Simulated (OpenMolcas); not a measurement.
Pd2+: effect of the metal basis

Pd2+ with its 6 nearest bromide ions at 2.796 Å, on the Ca site of CsCaBr3 (a = 5.69 Å, distance in the model lattice 2.845 Å). The rest of the host is ab initio model potentials to 7.6 Å and point charges beyond; the distance is set by hand and nothing relaxes.

```
Program             : OpenMolcas 26.06
Method              : CASSCF
Spin-orbit coupling : RASSI with atomic mean-field integrals over the reference wave functions
```

Fixed: ligand basis ANO-RCC-VDZP, active space 8 electrons in 5 orbitals (4d), DKH2 Hamiltonian.

States (labels of O, the rotations of Oh). Energies in cm-1 above the lowest state or level, χT in cm3 K/mol.

```json
{"Run": "A", "Metal basis": "ANO-RCC-VDZP", "Ground state": "3A2", "First state of that spin": "3T2 6573", "First gap with spin-orbit (degeneracies)": "5773 (3, 2)", "χT at 300 K": "1.693", "First state of another spin": "1E 11760", "Cost": "roughly 110 core-seconds"}
{"Run": "B", "Metal basis": "ANO-RCC-VTZP", "Ground state": "3A2", "First state of that spin": "3T2 6352", "First gap with spin-orbit (degeneracies)": "5593 (3, 2)", "χT at 300 K": "1.723", "First state of another spin": "1E 12180", "Cost": "roughly 2.4 core-minutes"}
```

Against A, the first state of the same spin changes by -3.4 % in B.

Costs are those of the RASSCF and RASSI steps.

Without dynamic correlation the repulsion within the d shell is too large (B by tens of per cent), so at a given field states of lower spin stand too high. Real 4d8 and 5d8 ions are as a rule square planar and diamagnetic. With metal d orbitals alone the field can be off either way by tens of per cent. Ligand-to-metal charge-transfer states are missing. With no ligand orbital active B as a rule stays too high, so bands that hang on it stand too high and its fall with covalency is understated. No measured value stands beside these numbers; the geometry was set by hand and not optimised.
